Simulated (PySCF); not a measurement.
## Computed properties of C₄H₁₀BN, SMILES B1([C@H](CC1)C)N

C₄H₁₀BN, SMILES C[C@H]1CCB1N. The structure is a stationary point at B3LYP-D3(BJ)/def2-SVP. The structure was generated by enumeration; whether it is a known compound was not checked. Other conformers were not sampled. All values are computed for the isolated molecule unless a solvent is named; none is compared with measurement here.

**Structure.** All 42 harmonic modes at B3LYP-D3(BJ)/def2-SVP (PySCF) are real, so it is a minimum. With heavy atoms numbered as in [CH3:1][C@H:2]1[CH2:3][CH2:4][B:5]1[NH2:6], the shortest bond between them is B5–N6 at 1.391 Å and the longest C2–B5 at 1.594 Å.

**Vibrations.** The strongest infrared lines (harmonic, unscaled, degenerate partners summed) lie at 1605 cm⁻¹ (186 km/mol, H 57 %, N 24 %, B 18 %), 527 cm⁻¹ (145 km/mol, H 78 %, N 20 %), 3024 cm⁻¹ (54 km/mol, H 95 %). The softest mode is at 97 cm⁻¹ and the zero-point energy is 88.1 kcal/mol.

**Electronic structure.** HF/def2-TZVP (PySCF) places the frontier levels at -10.71 and 3.24 eV, a gap of 13.95 eV, and gives a dipole moment of 1.56 D and a mean polarisability of 64.4 bohr³. PBE/def2-TZVP (PySCF) at the same geometry gives -6.13 and -0.23 eV, so its gap is 8.05 eV narrower. An orbital gap is neither the optical nor the fundamental gap.

**Excitations.** TDA-ωB97X/def2-SVPD (PySCF) has S1 at 6.91 eV (179 nm, f = 0.005, weak); the most intense of the 10 singlets computed lies at 8.68 eV (f = 0.16). T1 (TDA) is at 6.38 eV, 0.53 eV under S1. TDA-PBE/def2-SVPD (PySCF) puts S1 at 5.83 eV. No vertical singlet excitation falls in the visible range (under 3.1 eV).

**NMR.** GIAO shifts at KT2/pcSseg-1 (PySCF) (non-relativistic, atoms alike by connectivity averaged): ¹³C from 18.4 to 33.8 ppm against TMS; ¹H from 1.3 to 4.1 ppm against TMS; ¹¹B at 33.1 ppm against BF3.
